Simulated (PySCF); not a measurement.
## TbO(OH) at several levels of theory

Computed with PySCF 2.14.0 (density fitting, no spin-orbit coupling) at the geometry relaxed with PBE0:

```xyz
4
TbO(OH) (singlet in the valence; each metal's 4f electrons, 8 of them, lie in its core potential, out of spins and levels)
Tb   -0.0117   -0.0404   -0.4274
O     1.2426    0.0283    0.9180
O    -1.9352    0.0246    0.3345
H    -2.3792    0.0762    1.1838
```

| level | basis | state | HOMO (eV) | gap (eV) | charge on Tb1 (e) | population of f-type functions on Tb1 (polarisation alone where 4f lies in the core) | dipole about the centre of mass (D) | largest force component (eV/Å) |
| --- | --- | --- | --- | --- | --- | --- | --- | --- |
| PBE0 | Tb lcecp-1-SVP with ECP54, O def2-SVP, H def2-SVP | singlet | -6.29 | 4.24 | 0.80 | 0.09 | 6.16 | 0.01 |
| PBE0 | Tb lcecp-1-TZVP with ECP54, O def2-TZVP, H def2-TZVP | singlet | -6.29 | 4.24 | 1.24 | 0.08 | 6.43 | 0.26 |

In the lcecp rows the 4f levels are missing from HOMO and gap, and the state counts the valence alone.

Charges are Mulliken's, which hang on the basis. The relaxation used the grid (50, 194), these runs (75, 302) or, all-electron (x2c bases, spin-free X2C Hamiltonian), (99, 590).

(1) A further run in the first row's basis gives HOMO (eV) -7.61, gap (eV) 6.13, charge on Tb1 (e) 0.78, population of f-type functions on Tb1 (polarisation alone where 4f lies in the core) 0.09, dipole about the centre of mass (D) 6.40, largest force component (eV/Å) 0.08. Which level was it?
A. CAM-B3LYP
B. revPBE

An lcecp potential fixes the number of 4f electrons, so in runs with it no electron can move into or out of that shell.

Answers

(1) A. The others give HOMO -4.85 eV (revPBE).
